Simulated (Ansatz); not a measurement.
Stepwise reaction of `[CH3][Al]([Cl])[Cl]` with hydrogen, as a gas-phase model of exchange steps in deposition or etching. ΔE in kJ/mol.

Isolated molecules relaxed with PBE0-D4/def2-TZVP in Ansatz; ΔE leaves out vibrations. CCSD(T)/CBS is the MP2 limit (def2-TZVPP, def2-QZVPP) plus CCSD(T) − MP2 in def2-TZVPP, frozen cores. This one scheme is used for every species. DFT in def2-TZVPP. B3LYP here is the variant with VWN-RPA as its local correlation; programs differ in this.

```
step                                             reaction  PBE-D4  B3LYP-D4  ωB97M-V  CCSD(T)/CBS
   1  `[CH3][Al]([Cl])[Cl]` + H₂ → `[CH3][AlH][Cl]` + HCl   145.6     147.4    147.6        149.6
```

Question: Give the row of step 2, `[CH3][AlH][Cl]` + H₂ → `[CH3][AlH2]` + HCl. (Best estimate.)

Answer: Computed: 
```tsv
step	reaction	PBE-D4	B3LYP-D4	ωB97M-V	CCSD(T)/CBS
2	`[CH3][AlH][Cl]` + H₂ → `[CH3][AlH2]` + HCl	154.4	155.7	156.6	158.1
```

Question: By hand: ΔE of the 2 steps together at CCSD(T)/CBS.

Answer: (149.6) + (158.1) = 307.7 kJ/mol, or 153.8 kJ/mol a step.

In ΔE each step is higher than the one before. All are uphill at CCSD(T)/CBS. PBE-D4 differs from CCSD(T)/CBS by -4.0 to -3.7 kJ/mol a step. Isolated molecules leave out the surface, adducts and barriers. Largest T1 diagnostic: 0.009.
